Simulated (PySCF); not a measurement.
**Basis and Hamiltonian dependence of the excitation energy of F⁺**

F⁺ [He] 2s2 2p4 (3P) → F⁺ [He] 2s1 2p5 (3P). All values are computed (PySCF 2.14, energy differences of UHF-based or UKS calculations, no spin-orbit coupling). Values in eV.

```json
{"basis": "aug-cc-pVDZ-DK", "Hamiltonian": "spin-free X2C", "functions": "23", "UHF": "21.946", "LDA": "18.643", "PBE0": "19.714", "MP2 (valence)": "21.022", "CCSD(T) (valence)": "20.633", "CCSD(T) (valence and next inner shell)": "n/a"}
{"basis": "aug-cc-pVDZ", "Hamiltonian": "non-relativistic", "functions": "23", "UHF": "21.853", "LDA": "18.553", "PBE0": "19.622", "MP2 (valence)": "20.930", "CCSD(T) (valence)": "20.543", "CCSD(T) (valence and next inner shell)": "n/a"}
{"basis": "ANO-RCC-VTZP", "Hamiltonian": "spin-free X2C", "functions": "30", "UHF": "21.817", "LDA": "18.502", "PBE0": "19.570", "MP2 (valence)": "20.852", "CCSD(T) (valence)": "20.526", "CCSD(T) (valence and next inner shell)": "20.502"}
{"basis": "def2-TZVPP", "Hamiltonian": "non-relativistic", "functions": "31", "UHF": "21.708", "LDA": "n/a", "PBE0": "n/a", "MP2 (valence)": "20.759", "CCSD(T) (valence)": "20.488", "CCSD(T) (valence and next inner shell)": "n/a"}
{"basis": "x2c-TZVPPall", "Hamiltonian": "spin-free X2C", "functions": "31", "UHF": "21.801", "LDA": "18.501", "PBE0": "19.562", "MP2 (valence)": "20.851", "CCSD(T) (valence)": "20.578", "CCSD(T) (valence and next inner shell)": "n/a"}
{"basis": "dyall-av2z", "Hamiltonian": "non-relativistic", "functions": "42", "UHF": "21.699", "LDA": "18.416", "PBE0": "19.471", "MP2 (valence)": "20.771", "CCSD(T) (valence)": "n/a", "CCSD(T) (valence and next inner shell)": "n/a"}
{"basis": "aug-cc-pVTZ-DK", "Hamiltonian": "spin-free X2C", "functions": "46", "UHF": "21.840", "LDA": "18.546", "PBE0": "19.606", "MP2 (valence)": "20.874", "CCSD(T) (valence)": "n/a", "CCSD(T) (valence and next inner shell)": "n/a"}
{"basis": "x2c-QZVPPall", "Hamiltonian": "spin-free X2C", "functions": "57", "UHF": "21.795", "LDA": "18.501", "PBE0": "19.561", "MP2 (valence)": "20.819", "CCSD(T) (valence)": "20.521", "CCSD(T) (valence and next inner shell)": "20.475"}
{"basis": "dyall-av3z", "Hamiltonian": "spin-free X2C", "functions": "71", "UHF": "21.792", "LDA": "18.498", "PBE0": "19.556", "MP2 (valence)": "20.863", "CCSD(T) (valence)": "20.524", "CCSD(T) (valence and next inner shell)": "n/a"}
{"basis": "x2c-QZVPPall with one added diffuse shell each of s, p, d, f type", "Hamiltonian": "spin-free X2C", "functions": "73", "UHF": "21.795", "LDA": "18.501", "PBE0": "19.561", "MP2 (valence)": "20.818", "CCSD(T) (valence)": "20.487", "CCSD(T) (valence and next inner shell)": "20.441"}
{"basis": "aug-cc-pCVTZ-DK with one added diffuse shell each of s, p, d, f type", "Hamiltonian": "spin-free X2C", "functions": "75", "UHF": "21.836", "LDA": "18.541", "PBE0": "19.599", "MP2 (valence)": "20.886", "CCSD(T) (valence)": "20.542", "CCSD(T) (valence and next inner shell)": "20.494"}
{"basis": "dyall-acv3z", "Hamiltonian": "non-relativistic", "functions": "76", "UHF": "21.701", "LDA": "18.409", "PBE0": "19.465", "MP2 (valence)": "20.771", "CCSD(T) (valence)": "20.435", "CCSD(T) (valence and next inner shell)": "20.401"}
{"basis": "aug-cc-pV5Z", "Hamiltonian": "non-relativistic", "functions": "127", "UHF": "21.702", "LDA": "18.409", "PBE0": "19.467", "MP2 (valence)": "20.732", "CCSD(T) (valence)": "n/a", "CCSD(T) (valence and next inner shell)": "n/a"}
```

Question: Estimate the row for dyall-av3z (non-relativistic, 71 functions).

Answer: From the rows with the same Hamiltonian and similar size; the calculation gives UHF 21.70; LDA 18.41; PBE0 19.47; MP2 (valence) 20.77; CCSD(T) (valence) 20.44 (eV).

Frozen in the all-electron rows: valence: 1s2; valence and next inner shell: nothing.

Reference for a calculation without spin-orbit coupling: 20.431 eV (measured, between term centres; NIST).
